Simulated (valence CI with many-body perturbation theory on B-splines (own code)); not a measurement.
## E1 transitions of V¹⁸⁺

Level of theory: configuration interaction combined with many-body perturbation theory (CI+MBPT): three valence electrons over a frozen Dirac-Fock core [He], radial functions for each j: 11 s, 11 p, 9 d, 7 f, 5 g, 2 h, 1 i, with the one-electron correlation potential Σ1, the two-electron term Σ2, the three-electron term Σ3, Breit, model QED; selected CI, second order for the rest (own B-spline code, finite nucleus).

No measured spectrum was set against this ion. As an estimate, levels of excited configurations hold to 0.05 to 0.15 % of their energy, terms of the ground configuration to about 0.5 %.

Lines 201 to 250 of 257 in falling wavelength, among levels below 893.53 eV, chosen from the strongest by gf and those to the six lowest levels. Wavelengths and rates use the calculated energies, so an error of 600 cm⁻¹ moves a line at 15.22 Å by 0.0091 % and its rate by three times that or more. Electric multipoles are in the length gauge, E1 and E2 with the static RPA response of the core. Weak lines are less certain than strong ones. Lines between different terms over intervals too small for the method are left out, as are lines whose strength nearly cancels. The highest levels of a list are the least certain.

Names give the largest LS component (configuration and term), which can be under half, so a name can repeat, a term be missing and a line seem to break the LS rules; names also repeat where a configuration has a term twice. Letters in brackets count levels of one name in rising energy.

```tsv
λ vac (Å)	Upper	Lower	A (s⁻¹)	S (a.u.) with core polarisation	S without
15.22	2s 2p 3d 2P°_1/2 [a]	2s 2p2 4P_1/2	7.57e+10	2.64e-04	2.64e-04
15.22	2s 2p 3p 4P_1/2	2s2 2p 2P°_3/2	5.63e+10	1.96e-04	1.95e-04
15.21	2p2 3p 4P°_1/2	2s 2p2 2D_3/2	9.53e+10	3.31e-04	3.31e-04
15.21	2s 2p 3p 4S_3/2	2s2 2p 2P°_3/2	2.33e+11	1.62e-03	1.62e-03
15.20	2p2 3p 4P°_5/2	2s 2p2 2D_3/2	1.93e+10	2.00e-04	1.99e-04
15.20	2s 2p 3p 4D_3/2	2s2 2p 2P°_1/2	3.24e+11	2.24e-03	2.24e-03
15.18	2p2 3p 2D°_3/2	2s 2p2 2D_3/2	4.67e+11	3.23e-03	3.22e-03
15.15	2s 2p 3p 4P_3/2	2s2 2p 2P°_3/2	1.38e+12	9.44e-03	9.43e-03
15.14	2s 2p 3p 2P_3/2 [a]	2s2 2p 2P°_1/2	1.25e+12	8.54e-03	8.53e-03
15.13	2s 2p 3p 2P_1/2 [a]	2s2 2p 2P°_1/2	3.18e+12	1.09e-02	1.09e-02
15.13	2s 2p 3p 2D_3/2 [a]	2s2 2p 2P°_3/2	1.22e+12	8.30e-03	8.29e-03
15.12	2s 2p 3p 4P_5/2	2s2 2p 2P°_3/2	8.68e+11	8.88e-03	8.87e-03
15.06	2s 2p 3p 4P_1/2	2s2 2p 2P°_1/2	1.10e+11	3.70e-04	3.69e-04
15.05	2s 2p 3p 4S_3/2	2s2 2p 2P°_1/2	1.57e+12	1.06e-02	1.05e-02
15.05	2s 2p 3p 2D_5/2 [a]	2s2 2p 2P°_3/2	4.37e+12	4.41e-02	4.40e-02
15.02	2s 2p 3d 2F°_7/2 [b]	2s 2p2 4P_5/2	4.01e+10	5.37e-04	5.36e-04
14.99	2s 2p 3p 4P_3/2	2s2 2p 2P°_1/2	1.22e+12	8.09e-03	8.07e-03
14.98	2s 2p 3p 2S_1/2 [a]	2s2 2p 2P°_3/2	4.15e+12	1.38e-02	1.38e-02
14.97	2s 2p 3p 2D_3/2 [a]	2s2 2p 2P°_1/2	9.62e+11	6.37e-03	6.36e-03
14.82	2s 2p 3p 2S_1/2 [a]	2s2 2p 2P°_1/2	1.09e+12	3.52e-03	3.51e-03
14.80	2s 2p 3d 2P°_1/2 [b]	2s 2p2 4P_1/2	2.02e+11	6.44e-04	6.42e-04
14.79	2p2 3p 4D°_5/2	2s 2p2 4P_5/2	1.25e+11	1.20e-03	1.19e-03
14.78	2p2 3p 4P°_3/2	2s 2p2 4P_5/2	3.86e+11	2.46e-03	2.46e-03
14.78	2s 2p 3d 2P°_3/2 [b]	2s 2p2 4P_1/2	2.63e+10	1.68e-04	1.67e-04
14.78	2p2 3p 2S°_1/2	2s 2p2 4P_3/2	6.78e+11	2.16e-03	2.15e-03
14.78	2p2 3p 4D°_3/2	2s 2p2 4P_3/2	3.85e+11	2.46e-03	2.45e-03
14.76	2p2 3p 4D°_1/2	2s 2p2 4P_1/2	1.03e+12	3.27e-03	3.26e-03
14.74	2p2 3p 4P°_5/2	2s 2p2 4P_5/2	1.31e+12	1.25e-02	1.24e-02
14.72	2p2 3p 2D°_3/2	2s 2p2 4P_5/2	1.49e+11	9.37e-04	9.35e-04
14.72	2p2 3p 4D°_7/2	2s 2p2 4P_5/2	1.76e+12	2.21e-02	2.20e-02
14.71	2p2 3p 4D°_5/2	2s 2p2 4P_3/2	1.68e+12	1.59e-02	1.58e-02
14.71	2p2 3p 2S°_1/2	2s 2p2 4P_1/2	2.80e+11	8.80e-04	8.77e-04
14.71	2p2 3p 4D°_3/2	2s 2p2 4P_1/2	1.38e+12	8.65e-03	8.62e-03
14.71	2p2 3p 4P°_3/2	2s 2p2 4P_3/2	7.64e+11	4.80e-03	4.79e-03
14.69	2p2 3p 4P°_1/2	2s 2p2 4P_3/2	1.40e+12	4.38e-03	4.37e-03
14.67	2p2 3p 4P°_5/2	2s 2p2 4P_3/2	1.74e+11	1.63e-03	1.63e-03
14.65	2p2 3p 2D°_3/2	2s 2p2 4P_3/2	3.19e+11	1.98e-03	1.98e-03
14.65	2p2 3p 4P°_3/2	2s 2p2 4P_1/2	2.73e+11	1.70e-03	1.69e-03
14.62	2p2 3p 4P°_1/2	2s 2p2 4P_1/2	2.58e+11	7.95e-04	7.94e-04
14.62	2s 2p 3p 2P_1/2 [b]	2s2 2p 2P°_3/2	9.84e+11	3.03e-03	3.03e-03
14.61	2s 2p 3p 2D_3/2 [b]	2s2 2p 2P°_3/2	8.80e+11	5.42e-03	5.41e-03
14.59	2p2 3p 2D°_3/2	2s 2p2 4P_1/2	2.71e+11	1.66e-03	1.66e-03
14.59	2s 2p 3p 2D_5/2 [b]	2s2 2p 2P°_3/2	5.40e+11	4.96e-03	4.94e-03
14.58	2s 2p 3p 2P_3/2 [b]	2s2 2p 2P°_3/2	8.64e+11	5.28e-03	5.27e-03
14.52	2s 2p 3p 2S_1/2 [b]	2s2 2p 2P°_3/2	2.41e+11	7.28e-04	7.28e-04
14.47	2s 2p 3p 2P_1/2 [b]	2s2 2p 2P°_1/2	5.90e+11	1.77e-03	1.76e-03
14.43	2s 2p 3p 2P_3/2 [b]	2s2 2p 2P°_1/2	3.24e+11	1.92e-03	1.92e-03
14.40	2p2 3s 4P_3/2	2s2 2p 2P°_3/2	2.93e+10	1.73e-04	1.72e-04
14.37	2s 2p 3p 2S_1/2 [b]	2s2 2p 2P°_1/2	1.60e+11	4.68e-04	4.68e-04
14.34	2p2 3s 4P_5/2	2s2 2p 2P°_3/2	2.34e+10	2.04e-04	2.04e-04
```
